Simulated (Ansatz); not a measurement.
`[OH][GaH][Br]` + `COC` → `CO[CH2][GaH][OH]` + HBr  (formal exchange of groups at a Ga–Br bond)

Gas-phase electronic energies from Ansatz, PBE0-D4/def2-TZVP geometries. CBS: MP2 limit from def2 TZ/QZ plus the TZ coupled-cluster correction, frozen cores. DFT in def2-TZVPP. B3LYP here is the variant with VWN-RPA as its local correlation; programs differ in this. For Br, Ga outer-core shells are correlated without core-valence functions, which leaves a few kJ/mol of doubt a bond. Scalar relativity is left out up to krypton. Each species was taken in one conformer, which may not be the lowest.

```json
{"level": "PBE-D4", "ΔE (kcal/mol)": "36.8", "difference from CCSD(T)/CBS": "-1.4"}
{"level": "B3LYP-D4", "ΔE (kcal/mol)": "38.6", "difference from CCSD(T)/CBS": "0.4"}
{"level": "ωB97X-V", "ΔE (kcal/mol)": "39.3", "difference from CCSD(T)/CBS": "1.1"}
{"level": "B2PLYP", "ΔE (kcal/mol)": "40.0", "difference from CCSD(T)/CBS": "1.8"}
{"level": "r2SCAN", "ΔE (kcal/mol)": "39.7", "difference from CCSD(T)/CBS": "1.5"}
{"level": "B3LYP", "ΔE (kcal/mol)": "39.8", "difference from CCSD(T)/CBS": "1.6"}
{"level": "CCSD/def2-TZVPP", "ΔE (kcal/mol)": "39.3", "difference from CCSD(T)/CBS": "1.1"}
{"level": "HF/def2-QZVPP", "ΔE (kcal/mol)": "46.7", "difference from CCSD(T)/CBS": "8.5"}
{"level": "HF/CBS(def2)", "ΔE (kcal/mol)": "46.7", "difference from CCSD(T)/CBS": "8.5"}
{"level": "CCSD/CBS(def2)", "ΔE (kcal/mol)": "39.0", "difference from CCSD(T)/CBS": "0.8"}
{"level": "CCSD(T)/CBS", "ΔE (kcal/mol)": "38.2", "difference from CCSD(T)/CBS": "0"}
```

Largest T1 diagnostic among the species: 0.013.

The D4 term adds −1.2 kcal/mol with B3LYP and −0.7 kcal/mol with PBE0; it sums over pairs of atoms, weighted by their polarisabilities, and B3LYP, whose exchange is more repulsive, gets the larger term. From PBE to PBE0 (25 % exact exchange), in def2-TZVPP and without D4, ΔE moves by +2.2 kcal/mol.
